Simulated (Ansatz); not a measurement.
Relaxation of BrCl2H3OSn (8 atoms, charge 0, multiplicity 1), to a largest force component of 0.03 eV/Å in at most 50 steps.

These are results of RKS PBE/def2-SVP in Ansatz, not measurements.

```xyz
8
Properties=species:S:1:pos:R:3:forces:R:3
Sn -0.124 0.083 -0.064 0.08 0.00 0.15
Cl -0.343 0.209 2.327 0.02 -0.10 -0.17
H 1.530 0.031 -0.509 -0.05 0.04 -0.01
O -0.935 1.731 -0.823 -0.01 0.10 -0.05
H -1.912 1.706 -0.784 0.04 -0.04 0.04
Cl -1.419 -1.735 -0.808 -0.08 -0.04 0.00
Br 1.652 -2.945 1.370 -0.56 0.74 0.83
H 0.933 -2.018 2.318 0.56 -0.69 -0.79
```

Task: Where does it end, and by what steps?

Result: The run converged. After 11 steps the energy has fallen by 0.071 eV; Br7 moved furthest, 0.60 Å.

```csv
step,energy less start (eV),largest force component (eV/Å),accepted
0,0.0000,0.827,yes
1,-0.0323,0.935,yes
2,-0.0550,0.555,yes
3,-0.0593,0.416,yes
4,-0.0656,0.106,yes
5,-0.0661,0.150,yes
6,-0.0688,0.040,yes
7,-0.0698,0.035,yes
8,-0.0703,0.061,yes
9,-0.0706,0.067,yes
10,-0.0709,0.046,yes
11,-0.0711,0.021,yes
```

```xyz
8
Properties=species:S:1:pos:R:3
Sn -0.258 -0.033 -0.183
Cl -0.588 -0.133 2.183
H 1.388 -0.252 -0.592
O -0.810 1.784 -0.777
H -1.754 1.943 -0.573
Cl -1.725 -1.631 -1.105
Br 2.060 -2.765 1.771
H 1.067 -1.852 2.304
```

Whether the end is a true minimum wasn't checked by a vibrational analysis.

The run took 19 s on 4 threads of AMD EPYC 7R43 64-Core Processor (Zen 3), on a shared host, peak memory 0.2 GiB.
